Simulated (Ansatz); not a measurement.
Calculated with Ansatz (gas phase, PBE0-D4/def2-TZVP geometries, no zero-point term in ΔE). CCSD(T)/CBS adds triple-zeta CCSD(T) − MP2 to the extrapolated MP2 energy (def2 sets, frozen cores). This one scheme is used for every species. Functionals use def2-TZVPP. One conformer a species, not always the lowest.

Consider the formal exchange of groups at a B–C bond: `CB(N)C[SiH3]` + CH₄ → `CB(C)N` + `C[SiH3]`.

```
             level  ΔE (kcal/mol)
       LDA (SPW92)            3.3
      CAM-B3LYP-D4            3.1
           ωB97X-V            3.2
            revPBE            2.0
            r2SCAN            3.1
RPA@PBE/def2-TZVPP            3.5
     CCSD/def2-SVP            3.4
SCS-MP2/def2-QZVPP            3.4
```

Q: What does CCSD(T)/CBS give? (An estimate is asked.)

A: Computed: +3.5 kcal/mol. The listed levels differ from it by -0.2, -0.4, -0.3, -1.5, -0.4, 0.0, -0.1, -0.1 kcal/mol.

Q: What do rigid-rotor, harmonic-oscillator terms from PBE0-D4/def2-TZVP frequencies (298.15 K, 1 bar) make of the CCSD(T)/CBS value? (Best estimate.)

A: Computed: ΔZPE = +0.2 kcal/mol, ΔH = +3.3 kcal/mol, ΔS = 14 J/(mol·K), ΔG = +2.3 kcal/mol. Modes under 50 cm⁻¹ make the entropy rough.

Largest T1 diagnostic among the species: 0.011.

In def2-TZVPP, CCSD(T) changes the Hartree–Fock value by +2.0 kcal/mol (the triples alone add +0.4 kcal/mol) and MP2 by +2.5 kcal/mol. Leaving LDA and LC-ωPBE aside and taking each functional with its dispersion term where it has one, the values, not all of them listed here, spread over 1.4 kcal/mol, from B2PLYP to revPBE-D4. LDA lies +0.8 kcal/mol from PBE without D4.
